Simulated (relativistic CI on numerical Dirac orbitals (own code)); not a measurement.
# Slater and spin-orbit integrals, I XXXIII

Method of calculation: Dirac-Coulomb-Breit CI, separate exchange-only KLI orbitals for each configuration, QED by a radiative potential, unscaled Slater integrals (own radial code, finite nucleus).

Slater integrals F^k, G^k are unscaled and averaged over j, outside the closed core [Ne]; ζ comes from projecting the Hamiltonian with its Breit term on Σ l·s of the shell.

- 3s²3p⁶3d³: F^2(3d,3d) = 397500, F^4(3d,3d) = 256500, ζ(3d) = 46740 cm⁻¹; <r>(3d) = 0.2565, <r^2>(3d) = 0.07639 (bohr units).
- 3s²3p⁵3d⁴: ζ(3p) = 356350, F^2(3d,3d) = 396650, F^4(3d,3d) = 255930, F^2(3p,3d) = 346300, G^1(3p,3d) = 373040, G^3(3p,3d) = 248070, ζ(3d) = 46159 cm⁻¹; <r>(3p) = 0.287, <r^2>(3p) = 0.09515, <r>(3d) = 0.257, <r^2>(3d) = 0.07669 (bohr units).
- 3s3p⁶3d⁴: F^2(3d,3d) = 396320, F^4(3d,3d) = 255710, G^2(3s,3d) = 281040, ζ(3d) = 46465 cm⁻¹; <r>(3s) = 0.2937, <r^2>(3s) = 0.09829, <r>(3d) = 0.2572, <r^2>(3d) = 0.07682 (bohr units).

(1) Give the Racah parameters of the d shell in 3s²3p⁶3d³.

Averages of the first 10 configurations, taken without configuration mixing, which lowers the lowest level and can move excited configurations by several eV; other configurations of the list can lie among them:

```tsv
Configuration	Parity	States	Average energy above the lowest level (eV)
3s²3p⁶3d³	even	120	31.8
3s²3p⁵3d⁴	odd	1260	255.0
3s3p⁶3d⁴	even	420	434.4
3s²3p⁶3d²4s	even	90	832.8
3s²3p⁶3d²4p	odd	270	898.5
3s²3p⁶3d²4d	even	450	985.2
3s²3p⁵3d³4s	odd	1440	1049.3
3s²3p⁶3d²4f	odd	630	1059.9
3s²3p⁵3d³4p	even	4320	1115.2
3s3p⁶3d³4s	even	480	1230.0
```

Results:

(1) B = F²/49 − 5F⁴/441 = 5204 cm⁻¹ and C = 35F⁴/441 = 20357 cm⁻¹.
